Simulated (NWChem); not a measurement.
System: CH₅FOSi₂; SMILES O=C[SiH2][SiH2]F

Input file for NWChem:

```
start job
memory heap 200 mb stack 900 mb global 1100 mb
geometry units angstroms noautosym nocenter noautoz
  O      0.998071    -2.332500     0.504626
  C      0.523837    -1.800911    -0.466175
  Si    -0.970873    -0.576506    -0.297311
  Si    -0.164892     1.458230     0.552986
  F      0.897545     2.068694    -0.525103
  H      0.957517    -1.989449    -1.487799
  H     -1.626851    -0.366095    -1.624752
  H     -1.943158    -1.160827     0.674414
  H      0.546588     1.244560     1.845171
  H     -1.264435     2.450252     0.733746
end
basis spherical
  * library def2-svp
end
dft
  xc b3lyp
  iterations 150
end
property
  efieldgrad
end
task dft property
```

The geometry was optimised at PBE0/def2-SVP. B3LYP is NWChem's, with the RPA form of VWN correlation.

Vzz is the largest principal value of the second derivative of the potential at the nucleus (NWChem prints the opposite sign); η is the asymmetry. Non-relativistic.

Atoms are numbered as in the input.

### Question
What results follow from this input? (B3LYP/def2-SVP.) Quantities: Vzz O1 (a.u.); η O1.

### Answer
```
Quantity       Result
-------------  ------
Vzz O1 (a.u.)  -2.036
η O1             0.62
```
